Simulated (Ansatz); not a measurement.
Stepwise reaction of `[Br][SnH2][Br]` with hydrogen chloride, as a gas-phase model of exchange steps in deposition or etching. ΔE in kJ/mol; ΔG adds harmonic PBE0-D4 terms to CCSD(T)/CBS, at 1 bar.

Calculated with Ansatz (gas phase, PBE0-D4/def2-TZVP geometries, no zero-point term in ΔE). CBS: MP2 limit from def2 TZ/QZ plus the TZ coupled-cluster correction, frozen cores. This one scheme is used for every species. Functionals use def2-TZVPP. B3LYP here is the variant with VWN-RPA as its local correlation; programs differ in this. Elements past krypton have def2 core potentials. For Br, Sn outer-core shells are correlated without core-valence functions, which leaves a few kJ/mol of doubt a bond. Scalar relativity is left out up to krypton.

```
step                                         reaction  PBE-D4  B3LYP-D4  ωB97M-V  CCSD(T)/CBS  ΔG(400 K)
   2  `[Cl][SnH2][Br]` + HCl → `[Cl][SnH2][Cl]` + HBr    13.1      12.9     12.6         15.8       16.5
```

**Question.** Give the row of step 1, `[Br][SnH2][Br]` + HCl → `[Cl][SnH2][Br]` + HBr. (Estimate.)

**Answer.** Ansatz gave: 
| step | reaction | PBE-D4 | B3LYP-D4 | ωB97M-V | CCSD(T)/CBS | ΔG(400 K) |
| --- | --- | --- | --- | --- | --- | --- |
| 1 | `[Br][SnH2][Br]` + HCl → `[Cl][SnH2][Br]` + HBr | 13.4 | 13.2 | 12.9 | 16.0 | 12.1 |

**Question.** By hand: ΔE of the 2 steps together at CCSD(T)/CBS.

**Answer.** (16.0) + (15.8) = 31.8 kJ/mol, or 15.9 kJ/mol a step.

In ΔE the steps differ by no more than 0.2 kJ/mol. All are uphill at CCSD(T)/CBS. ΔG lies between 12.1 and 16.5 kJ/mol a step. PBE-D4 differs from CCSD(T)/CBS by -2.7 to -2.6 kJ/mol a step. Isolated molecules leave out the surface, adducts and barriers. Largest T1 diagnostic: 0.011.
